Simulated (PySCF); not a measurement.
Species: PP3SSO nortricyclane, OP4S2.
Geometry (PBE0-D3(BJ)/def2-SVP, Å), atoms numbered from 1 in this order:
```
atom  x, y, z in Å
P1    -0.8432   -0.5910    1.2650
S2     1.2431   -0.2198    1.5367
P3     1.6928    0.6278   -0.3411
P4     0.3173   -0.4594   -1.7565
S5    -0.7431   -1.7840   -0.5049
P6    -0.3659    1.4767   -0.7876
O7    -1.2092    0.8477    0.5200
```

NICS is the negative of the GIAO shielding at a point without a nucleus: at the ring centre (0) and 1 Å above and below it (1); zz is the component along the ring normal. Level: GIAO PBE0/pcSseg-1 (PySCF, non-relativistic, gas phase) on the PBE0-D3(BJ)/def2-SVP geometry, one conformer.

Ring bond lengths (Å), with Mayer bond orders in brackets: P1–S2 2.136 (0.96), S2–P3 2.109 (0.96), P3–P4 2.253 (0.84), P4–S5 2.108 (0.96), S5–P1 2.137 (0.96); P1–S2 2.136 (0.96), S2–P3 2.109 (0.96), P3–P6 2.271 (0.87), P6–O7 1.678 (0.85), O7–P1 1.661 (0.88); P3–P4 2.253 (0.84), P4–P6 2.270 (0.87), P6–P3 2.271 (0.87).

Question: Give the NICS values of each ring in ppm.

Answer: 
```tsv
ring	type	NICS(0)	NICS(1), two faces	NICS(1)zz, two faces	rms pucker (Å)	centre to ring atoms, mean (Å)
P1–S2–P3–P4–S5	5-membered ring with 3 P and 2 S	-26.4	-15.2 / -31.3	-26.7 / -40.7	0.35	1.77
P1–S2–P3–P6–O7	5-membered ring with O, 3 P and S	-27.5	-14.5 / -28.9	-27.6 / -37.5	0.25	1.63
P3–P4–P6	3-membered ring with 3 P	-33.8	-28.8 / -11.8	-19.8 / -26.8	0.00	1.31
```

Question: What do they say, and how far can they be read as aromaticity?

Answer: 
- P1–S2–P3–P4–S5: mean NICS(1)zz -33.7 ppm, shielded. O7, outside the ring, lies 1.22 Å from a NICS(1) probe. The ring is puckered (0.35 Å rms). The two faces differ by 14.0 ppm, so no symmetry operation interchanges them.
- P1–S2–P3–P6–O7: mean NICS(1)zz -32.6 ppm, shielded. P4, outside the ring, lies 1.60 Å from a NICS(1) probe. The ring is puckered (0.25 Å rms). The two faces differ by 9.9 ppm, so no symmetry operation interchanges them. NICS(0) lies 6 ppm below the mean NICS(1).
- P3–P4–P6: mean NICS(1)zz -23.3 ppm, shielded. O7, outside the ring, lies 1.75 Å from a NICS(1) probe. The two faces differ by 7.0 ppm, so no symmetry operation interchanges them. NICS(0) lies 13 ppm below the mean NICS(1).

Question: How shielded are the nuclei of the rings and their hydrogens (means over atoms taken as equivalent)?

Answer: 
```json
{"atoms": "P1", "environment": "phosphorus bonded to O and 2 S", "σ isotropic (ppm)": "156.2"}
{"atoms": "S2 (×2)", "environment": "sulfur bonded to 2 P", "σ isotropic (ppm)": "422.0"}
{"atoms": "P3 (×2)", "environment": "phosphorus bonded to 2 P and S", "σ isotropic (ppm)": "490.1"}
{"atoms": "P6", "environment": "phosphorus bonded to O and 2 P", "σ isotropic (ppm)": "345.2"}
{"atoms": "O7", "environment": "oxygen bonded to 2 P", "σ isotropic (ppm)": "195.6"}
```

Question: How do the values depend on the level or the medium?

Answer: 
| level | NICS(0), P1–S2–P3–P4–S5 | mean NICS(1)zz, P1–S2–P3–P4–S5 | NICS(0), P1–S2–P3–P6–O7 | mean NICS(1)zz, P1–S2–P3–P6–O7 | NICS(0), P3–P4–P6 | mean NICS(1)zz, P3–P4–P6 |
| --- | --- | --- | --- | --- | --- | --- |
| PBE0/pcSseg-1, gas | -26.4 | -33.7 | -27.5 | -32.6 | -33.8 | -23.3 |
| wB97X-D/pcSseg-1, gas | -25.1 | -31.9 | -26.1 | -31.0 | -32.8 | -23.0 |

The geometry is the same throughout.

Hardware: Intel Xeon at 2.50 GHz, one thread, shared host with 64 logical CPUs at a one-minute load of 55. Cost: 63 s (grids of density and orbitals included), 1.0 GiB resident at most. This is the whole shielding run at PBE0/pcSseg-1, SCF included.
